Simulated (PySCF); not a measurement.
Match the calculated data to a structure.

All candidates are C2H11NSi2.

| technique | computed result |
| --- | --- |
| 13C NMR | chemical shifts (computed TMS as zero) by class: 13.0 (1 C), 4.9 (1 C) ppm [GIAO KT2/pcSseg-2] |
| Rotational structure | rotational constants A, B, C: 3.737, 1.884, 1.489 GHz [PBE0-D3(BJ)/def2-SVP] |
| Triplet | lowest triplet excitation (Tamm–Dancoff): 5.52 eV [TDA CAM-B3LYP/def2-SVPD] |
| UV, first state | lowest singlet excitation: 5.92 eV (209 nm, f = 0.006) [TDDFT CAM-B3LYP/def2-SVPD] |
| NMR, other nuclei | isotropic shieldings of nuclei other than C and H, by class: 261 (1 N), 401 (1 Si), 421 (1 Si) ppm [GIAO KT2/pcSseg-2] |
| 1H NMR | chemical shifts (computed TMS as zero) by class: 5.28 (2 H), 3.97 (2 H), 1.32 (3 H), 1.04 (2 H), -0.22 (2 H) ppm [GIAO KT2/pcSseg-2] |
| Polarisability | 91.0 au [CAM-B3LYP/def2-SVPD] |
| XPS | Si2p3/2 106.0, Si2p3/2 106.4, C1s 290.0, C1s 290.4, N1s 404.6, Si1s 1845.7, Si1s 1846.2 eV [ΔSCF SCAN, pcX-2 on the ionised atom, pcseg-1 elsewhere, spin-free X2C, 2p3/2 from a spin–orbit splitting computed afterwards within the 2p shell] |
| Valence photoelectron | vertical ionisation energy: 9.35 eV [ΔSCF CAM-B3LYP/def2-SVPD] |

Electronic properties: PySCF, gas phase, density fitting. Levels stand in brackets. Isolated species at its PBE0-D3(BJ)/def2-SVP geometry (one conformer only). NMR values are class means; diastereotopic atoms form classes of their own.

Question: Which candidate is it?
A. `CC[SiH2][SiH2]N`
B. `C[Si@@H](N)C[SiH3]`
C. `N[SiH2]CC[SiH3]`

Answer: A. It is `CC[SiH2][SiH2]N`. Numbering: `[CH3:1][CH2:2][SiH2:3][SiH2:4][NH2:5]`. Its formula, C2H11NSi2, gives 0 degrees of unsaturation, so no ring and no π bond. 2 carbons fall into 2 classes; from least to most shielded: methyl carbon [C1] (13.0 ppm), sp3 carbon bound to silicon [C2] (4.9 ppm). Hydrogen classes from least to most shielded: 2 H on an SiH2 silicon, Si4 (5.28 ppm), 2 H on an SiH2 silicon, Si3 (3.97 ppm), 3 H on a methyl carbon, C1 (1.32 ppm, a mean of values up to 0.6 ppm apart in this geometry), 2 H on an sp3 carbon bound to silicon, C2 (1.04 ppm), 2 H on a silicon-bound nitrogen, N5 (-0.22 ppm). The other shieldings belong to: 261 ppm, silicon-bound nitrogen [N5]; 401 ppm, SiH2 silicon [Si4]; 421 ppm, SiH2 silicon [Si3]. The core levels belong to: Si2p3/2 106.0 eV, SiH2 silicon [Si3]; Si2p3/2 106.4 eV, SiH2 silicon [Si4]; C1s 290.0 eV, sp3 carbon bound to silicon [C2]; C1s 290.4 eV, methyl carbon [C1]; N1s 404.6 eV, silicon-bound nitrogen [N5]; Si1s 1845.7 eV, SiH2 silicon [Si3]; Si1s 1846.2 eV, SiH2 silicon [Si4]. The first electron is taken from the HOMO, whose largest Löwdin shares are 0.35 on the silicon-bound nitrogen, 0.21 on an SiH2 silicon, 0.14 on an SiH2 silicon and 0.12 on an Si–H hydrogen. The optimised geometry has point group C1 and is an asymmetric top.

The others, at the same levels:
- `C[Si@@H](N)C[SiH3]` fails: its computed 13C shifts are 0.8 (1 C), -5.1 (1 C) ppm, core binding energies are Si2p3/2 106.4, Si2p3/2 106.5, C1s 289.7, C1s 290.0, N1s 404.4, Si1s 1846.3, Si1s 1846.3 eV and 1H shifts are 5.33 (1 H), 4.03 (3 H), 0.28 (2 H), 0.16 (3 H), 0.02 (1 H), -0.18 (1 H) ppm.
- `N[SiH2]CC[SiH3]` fails: its computed core binding energies are Si2p3/2 106.4, Si2p3/2 106.6, C1s 290.1, C1s 290.2, N1s 404.6, Si1s 1846.2, Si1s 1846.4 eV, 1H shifts are 5.05 (2 H), 3.90 (3 H), 1.18 (2 H), 1.17 (2 H), -0.01 (2 H) ppm and lowest singlet excitation is 6.36 eV (195 nm, f = 0.018) (against 5.92 eV).

Each candidate is one conformer, not necessarily the lowest. The conformers computed, where there is a choice (atom-mapped SMILES and torsion angles):
- `[CH3:1][CH2:2][SiH2:3][SiH2:4][NH2:5]`: C1–C2–Si3–Si4 52°, C2–Si3–Si4–N5 36°, H–N5–Si4–Si3 52°, H–N5–Si4–Si3 -171°
- `[CH3:1][Si@@H:2]([NH2:3])[CH2:4][SiH3:5]`: C1–Si2–C4–Si5 -179°, H–N3–Si2–C1 -51°, H–N3–Si2–C1 173°
- `[NH2:1][SiH2:2][CH2:3][CH2:4][SiH3:5]`: N1–Si2–C3–C4 -168°, Si2–C3–C4–Si5 -65°, H–N1–Si2–C3 61°, H–N1–Si2–C3 -159°
